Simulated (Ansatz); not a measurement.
Abridged output of a molecular run in Ansatz:

```
Functional definition: HF
1557 factors; integrals over basis functions are off by at most 1.0e-3 eV
mean field evaluation 1: about -61693.6721 eV, gradient 4.6e1 eV
mean field evaluation 2: about -61693.9467 eV, gradient 4.5e1 eV
mean field evaluation 4: about -61698.5110 eV, gradient 5.1e0 eV
mean field evaluation 8: about -61698.5885 eV, gradient 3.6e-1 eV
mean field -61698.58907979 eV, -2267.3813278764 hartree, gradient 3.9e-6 eV, S^2 0.000000; 0 other end points of the search recorded, 0 dependent functions left out
13 core orbitals not correlated: weight in the atoms' cores, before any rotation towards them, 1.000 or more for the frozen orbitals, at most 0.000 for the correlated occupied ones
reference -61698.58907979 eV, -2267.3813278764 hartree; 19, 19 occupied and 224, 224 virtual orbitals, 1557 factors
second order -26.43058181 eV of doubles, -0.00000000 eV of singles
cycle   1  -26.18317645 eV  change    2.5e-1 eV  update   1.2e-1
cycle   2  -26.94851656 eV  change   -7.7e-1 eV  update   3.6e-2
cycle   3  -27.09625148 eV  change   -1.5e-1 eV  update   1.7e-2
cycle   4  -27.08819735 eV  change    8.1e-3 eV  update   4.7e-3
cycle   5  -27.08901304 eV  change   -8.2e-4 eV  update   2.1e-3
cycle   6  -27.09051180 eV  change   -1.5e-3 eV  update   5.8e-4
cycle   7  -27.09053212 eV  change   -2.0e-5 eV  update   2.3e-4
cycle   8  -27.09054648 eV  change   -1.4e-5 eV  update   7.0e-5
cycle   9  -27.09058085 eV  change   -3.4e-5 eV  update   2.7e-5
perturbative correction -1.15755006 eV, -0.0425391800 hartree
Total energy: -61726.83721069 eV, -2268.4194275399 hartree
```

Its atoms:

```xyz
11

C     0.518   -0.233    2.440
C     0.087   -0.064    1.068
C    -0.274    0.083   -0.076
Ge   -0.828    0.293   -1.875
O     0.604    0.346   -2.930
H    -0.342   -0.311    3.109
H     1.115   -1.141    2.552
H     1.125    0.616    2.765
H    -1.523    1.639   -2.092
H    -1.726   -0.895   -2.261
H     1.244   -0.331   -2.700
```

**Question.** Which basis set was used?
A. def2-TZVPP
B. def2-TZVPPD
C. cc-pV(Q+d)Z
D. def2-SVPD

**Answer.** A. It gives 256 functions.

**Question.** Write the keys of the input that set method, charge and spin (a neutral closed shell needs none for the last two).

**Answer.** 
```yaml
correlation: {method: ccsd_t}
```
